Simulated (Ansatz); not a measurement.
A calculation with Ansatz (development build ahead of 0.2.0).

```yaml
crystal:
  periodic: [false, false, false]
  atoms:
    - { symbol: Nb, position_ang: [0.0, 0.0, 0.0] }
    - { symbol: O, position_ang: [0.0, 1.70306, 0.88656] }
    - { symbol: O, position_ang: [0.0, -1.70306, 0.88656] }
basis:
  gaussian: { orbitals: def2-TZVPP }
magnetization:
  spin_polarized: true
  initial_magnetization: 1
hamiltonian:
  xc: pbe0
```

The input is written out in the form of the current development build from the run's settings. The basis set brings a core potential for Nb, so the total leaves out those core electrons.

Output:

```
Converged                       : yes
Total energy                    : -207.29226 hartree
Spin squared of the determinant : 0.813
Stability test                  : minimum
```

Caution: other spin multiplicities were not run.
